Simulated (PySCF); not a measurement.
**The 16-electron isoelectronic series, spin-free X2C**

All values are computed (PySCF 2.14, energy differences of UHF-based or UKS calculations, no spin-orbit coupling). Each ion has its own even-tempered basis scaled to its charge (18s12p5d4f for the first); frozen: 1s2. Ionisation energies in eV.

| ion | configuration | UHF | MP2 (outer shells) | CCSD (outer shells) | CCSD(T) (outer shells) | LDA | PBE | PBE0 | NIST (with spin-orbit, Breit and QED) |
| --- | --- | --- | --- | --- | --- | --- | --- | --- | --- |
| Sr²²⁺ | [Ne] 3s2 3p4 (3P) | 1036.3 | 1037.3 | 1037.3 | 1037.3 | 1038.7 | 1038.9 | 1038.7 | 1038 ± 1.5 (s) |
| Zr²⁴⁺ | [Ne] 3s2 3p4 (3P) | 1204.5 | 1205.5 | 1205.5 | 1205.5 | 1207.0 | 1207.3 | 1207.1 | 1205.4 ± 1.7 (s) |
| Nb²⁵⁺ | [Ne] 3s2 3p4 (3P) | 1293.4 | 1294.4 | 1294.4 | 1294.4 | 1295.9 | 1296.2 | 1296.0 | 1293.7 ± 1.8 (s) |
| Mo²⁶⁺ | [Ne] 3s2 3p4 (3P) | 1385.5 | 1386.5 | 1386.5 | 1386.5 | 1388.0 | 1388.3 | 1388.1 | 1385.1 ± 1.9 (s) |
| Tc²⁷⁺ | [Ne] 3s2 3p4 (3P) | 1480.7 | 1481.7 | 1481.7 | 1481.7 | 1483.2 | 1483.6 | 1483.3 | 1479.5 ± 2 (s) |
| Ru²⁸⁺ | [Ne] 3s2 3p4 (3P) | 1579.1 | 1580.1 | 1580.1 | 1580.1 | 1581.7 | 1582.0 | 1581.8 | 1577 ± 2.1 (s) |
| Pd³⁰⁺ | [Ne] 3s2 3p4 (3P) | 1785.5 | 1786.6 | 1786.5 | 1786.5 | 1788.1 | 1788.5 | 1788.3 | 1781.3 ± 2.3 (s) |
| Ag³¹⁺ | [Ne] 3s2 3p4 (3P) | 1893.5 | 1894.5 | 1894.5 | 1894.5 | 1896.1 | 1896.6 | 1896.3 | 1888 ± 2.4 (s) |
| Cd³²⁺ | [Ne] 3s2 3p4 (3P) | 2004.8 | 2005.8 | 2005.8 | 2005.8 | 2007.4 | 2007.9 | 2007.6 | 1998 ± 3 (s) |

Task: Interpolate the row of Rh²⁹⁺.

Result: configuration [Ne] 3s2 3p4 (3P); UHF 1680.7; MP2 (outer shells) 1681.7; CCSD (outer shells) 1681.7; CCSD(T) (outer shells) 1681.7; LDA 1683.3; PBE 1683.7; PBE0 1683.4; NIST (with spin-orbit, Breit and QED) 1677.6 ± 2.2 (s).

Each ion has its own basis, which adds noise of up to about 0.1 % along the series.

NIST values marked (s) are semi-empirical, (t) theoretical. Open shells are high-spin determinants of the terms that Hund's rules give; for the heavier ions, far from LS coupling, these are not the ground levels.

Spin-orbit coupling of the open shells is absent from the calculated values and included in NIST's; it grows fast with Z.
